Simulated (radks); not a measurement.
Values are calculated unless marked as measured or tabulated.
Correlation energies from several functionals, in hartree. Species: H 1s1; Rb+ [Kr]. Level of theory: non-relativistic Kohn-Sham, PBE, spin-polarised, spherical densities, point nucleus (a radial shooting solver on a logarithmic mesh with Libxc functionals). Every spin shell is full or empty, so the densities are truly spherical. Functionals are evaluated on that one density, not self-consistently.

functional,H,Rb+
PW92,-0.021956,-3.3266
PZ,-0.022096,-3.3247
Chachiyo,-0.021983,-3.2791
PBEsol,-0.0076592,-2.0453
LYP,0,-1.7731
AM05,-0.019181,-3.0765
TPSS,0,-1.7955
revTPSS,0,-1.8217
B95,0,-2.1578
Tao-Mo,0,-1.7137
